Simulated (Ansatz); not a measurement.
Ansatz (a first-principles code) input file for silylphosphine cation (H₅PSi), SMILES [SiH3]P (connectivity only; charge and spin as stated), charge +1, multiplicity 2, PBE0/def2-TZVPD. The structure is a stationary point at B3LYP-D3(BJ)/def2-TZVP. The spin state was assumed, not searched.

Ansatz 0.2 input:
```yaml
crystal:
  periodic: [false, false, false]
  atoms:
    - {symbol: Si, position_ang: [-1.17745702, -0.01310555, 0.00000000]}
    - {symbol: P, position_ang: [1.14598382, 0.07082313, -0.00000000]}
    - {symbol: H, position_ang: [-1.50196152, 0.68503072, 1.25054162]}
    - {symbol: H, position_ang: [-1.50196152, 0.68503071, -1.25054162]}
    - {symbol: H, position_ang: [-1.40548165, -1.47026074, 0.00000001]}
    - {symbol: H, position_ang: [1.85202281, -0.38933496, 1.12408288]}
    - {symbol: H, position_ang: [1.85202281, -0.38933496, -1.12408288]}
basis:
  gaussian:
    orbitals: def2-TZVPD
hamiltonian:
  xc: {name: PBE0}
total_charge: 1
magnetization: {spin_polarized: true, initial_magnetization: 1}
```

Output:

```
WARN ansatz: RAYON_NUM_THREADS=1 ignored (pool sized by the plan → 1); use --threads N
Functional definition: PBE0
integrals: 0.05 GiB planned
843 factors; their error is unknown
mean field: 0.57 GiB planned
mean field evaluation 1: about -17231.4395 eV, gradient 1.1e1 eV
mean field evaluation 2: about -17232.0091 eV, gradient 7.4e0 eV
mean field evaluation 4: about -17232.3038 eV, gradient 2.5e-1 eV
mean field evaluation 8: about -17232.3313 eV, gradient 2.0e-2 eV
mean field evaluation 16: about -17232.3313 eV, gradient 2.4e-5 eV
mean field -17232.33126779 eV, -633.2764935976 hartree, gradient 2.4e-5 eV, S^2 0.756006; 0 other end points of the search recorded, 0 dependent functions left out
reference -17232.33129845 eV, -633.2764947243 hartree; 17, 16 occupied and 114, 115 virtual orbitals, 843 factors
Total energy: -17232.33129845 eV, -633.2764947243 hartree
```

The calculation finished and met its thresholds.

Cost: about 5 core-seconds (a rough figure).
